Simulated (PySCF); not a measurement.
TeS₃ (singlet). Method: PySCF, PBE0, basis Te def2-SVP with ECP28, S def2-SVP (scalar-relativistic core potentials, no spin–orbit coupling, density fitting).

Harmonic bands of its minimum:

```json
{"ω (cm⁻¹)": "124", "IR (km/mol)": "0.7"}
{"ω (cm⁻¹)": "138", "IR (km/mol)": "3.0"}
{"ω (cm⁻¹)": "283", "IR (km/mol)": "7.9"}
{"ω (cm⁻¹)": "294", "IR (km/mol)": "18.0"}
{"ω (cm⁻¹)": "494", "IR (km/mol)": "36.3"}
{"ω (cm⁻¹)": "505", "IR (km/mol)": "18.2"}
```

**Question.** The central atom is Te. Infer the point group and assign the bands.

**Answer.** Cs. The modes span 2a'' + 4a': 124 a'', 138 a', 283 a'', 294 a', 494 a', 505 a'. The computed geometry has S–S 2.138 Å, Te–S 2.222 Å, Te–S 2.472 Å (×2); S–S–Te 64.4° (×2), S–Te–S 51.2°, S–Te–S 112.4° (×2).

This need not be the most stable arrangement of these atoms.
